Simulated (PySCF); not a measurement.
A ladder for the ionisation energy of Ge⁺

Ge⁺ [Ar] 3d10 4s2 4p1 (2P) → Ge²⁺ [Ar] 3d10 4s2 (1S). Scalar values calculated with PySCF 2.14 in x2c-QZVPPall (spin-free X2C; valence: [Ar] 3d10 frozen; valence and next inner shell: [Ne] frozen). The spin-orbit shift comes from two-component X2C-1e calculations (generalised Hartree-Fock, GHF, and MP2 on its spinors, GMP2) in x2c-QZVPPall-2c: GMP2 gives 15.658 eV without and 15.809 eV with screened spin-orbit coupling, a shift of 0.151 eV (GHF: 0.141 eV). Sums use unrounded values; where a UHF row is shifted, it takes the GHF shift.

| method | scalar (eV) | plus spin-orbit shift (eV) | error (eV) |
| --- | --- | --- | --- |
| UHF | 15.257 | 15.397 | -0.537 |
| MP2 (valence) | 15.520 | 15.671 | -0.264 |
| SCS-MP2 (valence) | 15.510 | 15.661 | -0.274 |
| CCSD (valence) | 15.582 | 15.732 | -0.202 |
| CCSD(T) (valence) | 15.605 | 15.756 | -0.179 |
| MP2 (valence and next inner shell) | 15.673 | 15.824 | -0.111 |
| SCS-MP2 (valence and next inner shell) | 15.613 | 15.764 | -0.171 |
| CCSD (valence and next inner shell) | 15.696 | 15.847 | -0.088 |
| CCSD(T) (valence and next inner shell) | 15.726 | 15.877 | -0.058 |
| LDA | 15.907 | 16.057 | 0.123 |
| PBE | 15.777 | 15.928 | -0.007 |
| PBE0 | 15.808 | 15.958 | 0.024 |
| r2SCAN | 15.984 | 16.134 | 0.200 |
| wB97X | 15.681 | 15.832 | -0.103 |
| B2PLYP | 15.680 | 15.831 | -0.104 |
| r2SCAN0 | 15.969 | 16.120 | 0.185 |
| TPSSh | 15.817 | 15.967 | 0.033 |

Reference: 15.935 eV (measured; NIST Atomic Spectra Database, ionization energies).

The errors of the correlated levels include the incompleteness of the basis and the frozen core, so a lower level can come closer by cancellation.
